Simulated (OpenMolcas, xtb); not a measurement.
**How methods differ on GaH2O2 (SMILES [OH][Ga][OH])**

GaH2O2: 5 atoms, total charge 0, spin state doublet. As SMILES, `[OH][Ga][OH]`. The shape is that of a PBE0-D4/def2-TZVP optimisation. This is one conformer, not always the lowest.

```xyz
5

O    -0.3706    0.0216   -1.2744
Ga   -0.3117   -0.7538    0.3536
O     0.6182    0.1549    1.5911
H    -0.8674   -0.4646   -1.9365
H     0.9815    0.9682    1.2247
```

Each level gives the vertical electron affinity (to the singlet anion) (eV). The values are calculated.

The electron affinity is E(neutral) − E(anion): positive where the electron is bound.

```tsv
level	kind	program	value (eV)	CPU time (all runs)
GFN1-xTB	semi-empirical	xtb	6.25	under 2 s
UHF/def2-SVPD	Hartree–Fock	OpenMolcas	0.51	20 s
USVWN5/def2-SVPD	LDA	OpenMolcas	1.85	47 s
UBLYP/def2-SVPD	GGA	OpenMolcas	1.62	59 s
UPBE/def2-SVPD	GGA	OpenMolcas	1.61	58 s
UTPSS/def2-SVPD	meta-GGA	OpenMolcas	1.50	85 s
UPBE0/def2-SVPD	global hybrid	OpenMolcas	1.54	57 s
```

All-electron rows without a relativistic Hamiltonian named are non-relativistic. Where it was recorded, the anion's HOMO is positive in USVWN5/def2-SVPD, UBLYP/def2-SVPD, UPBE/def2-SVPD, UTPSS/def2-SVPD, UPBE0/def2-SVPD: a fault of the level (basis or self-interaction), which says nothing on whether the real anion is bound. The values span 0.51 to 6.25 eV. The xTB values lack the empirical shift that such differences need. CPU times are rough (shared hosts, several kinds of processor and program).
